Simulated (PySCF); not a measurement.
# Excitation energy of N²⁺ by level of theory

N²⁺ [He] 2s2 2p1 (2P) → N²⁺ [He] 2s2 3s1 (2S), as a difference of total energies. Calculation: PySCF 2.14, in aug-cc-pVQZ; no relativity, point nucleus. Correlated levels: valence: 1s2 frozen. The calculations carry no spin-orbit coupling.

| method | excitation energy (eV) |
| --- | --- |
| UHF | 27.668 |
| MP2 (valence) | 27.491 |
| SCS-MP2 (valence) | 27.466 |
| CCSD (valence) | 27.389 |
| CCSD(T) (valence) | 27.363 |

Problem. How much does correlation contribute at CCSD(T) (valence)?

Solution. 27.363 − (27.668) = -0.305 eV, measured against UHF.

A first-order spin-orbit estimate (lowest level to lowest level, LS coupling) adds 0.014 eV.

The promoted electron is Rydberg-like, and one or two diffuse shells describe it only roughly, which tends to raise the upper state.
